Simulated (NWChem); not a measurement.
# C3H4FNSi; SMILES FC1=C[SiH2]N=C1

```xyz
10

F      0.1288    -2.3464     0.0000
C      0.1109    -1.0218     0.0000
C      1.1783    -0.2085     0.0000
Si     0.4001     1.4917     0.0000
N     -1.2914     0.9131     0.0000
C     -1.2297    -0.3600     0.0000
H      2.2047    -0.5764     0.0000
H      0.6803     2.2988    -1.2201
H      0.6803     2.2988     1.2201
H     -2.1292    -1.0010     0.0000
```
Atoms are numbered in this order, from 1.

Level: PBE0/def2-SVP (NWChem), optimised geometry, unscaled harmonic frequencies. 

List the harmonic frequencies with IR intensities, and the thermochemistry.


```json
[
 {"frequency (cm⁻¹)": "185", "IR intensity (km/mol)": "0.0"},
 {"frequency (cm⁻¹)": "318", "IR intensity (km/mol)": "1.6"},
 {"frequency (cm⁻¹)": "395", "IR intensity (km/mol)": "4.7"},
 {"frequency (cm⁻¹)": "468", "IR intensity (km/mol)": "29.8"},
 {"frequency (cm⁻¹)": "551", "IR intensity (km/mol)": "6.1"},
 {"frequency (cm⁻¹)": "601", "IR intensity (km/mol)": "1.8"},
 {"frequency (cm⁻¹)": "619", "IR intensity (km/mol)": "25.7"},
 {"frequency (cm⁻¹)": "694", "IR intensity (km/mol)": "39.9"},
 {"frequency (cm⁻¹)": "729", "IR intensity (km/mol)": "8.2"},
 {"frequency (cm⁻¹)": "768", "IR intensity (km/mol)": "12.5"},
 {"frequency (cm⁻¹)": "822", "IR intensity (km/mol)": "61.0"},
 {"frequency (cm⁻¹)": "836", "IR intensity (km/mol)": "49.6"},
 {"frequency (cm⁻¹)": "938", "IR intensity (km/mol)": "121.4"},
 {"frequency (cm⁻¹)": "958", "IR intensity (km/mol)": "78.9"},
 {"frequency (cm⁻¹)": "971", "IR intensity (km/mol)": "9.0"},
 {"frequency (cm⁻¹)": "1117", "IR intensity (km/mol)": "4.9"},
 {"frequency (cm⁻¹)": "1274", "IR intensity (km/mol)": "59.9"},
 {"frequency (cm⁻¹)": "1374", "IR intensity (km/mol)": "99.9"},
 {"frequency (cm⁻¹)": "1658", "IR intensity (km/mol)": "170.7"},
 {"frequency (cm⁻¹)": "1725", "IR intensity (km/mol)": "13.5"},
 {"frequency (cm⁻¹)": "2260", "IR intensity (km/mol)": "75.1"},
 {"frequency (cm⁻¹)": "2261", "IR intensity (km/mol)": "89.1"},
 {"frequency (cm⁻¹)": "3103", "IR intensity (km/mol)": "34.3"},
 {"frequency (cm⁻¹)": "3264", "IR intensity (km/mol)": "4.5"}
]
```

| Item | Value |
|---|---|
| zero-point energy | 39.9 kcal/mol |
| thermal correction to the enthalpy at 298.15 K (with zero-point energy) | 43.9 kcal/mol |
| heat capacity Cv | 20.9 cal/(mol K) |
| entropy at 298.15 K and 1 atm (symmetry number 1) | 74.9 cal/(mol K) |
| dipole moment | 1.35 D |

Rigid rotor and harmonic oscillator.
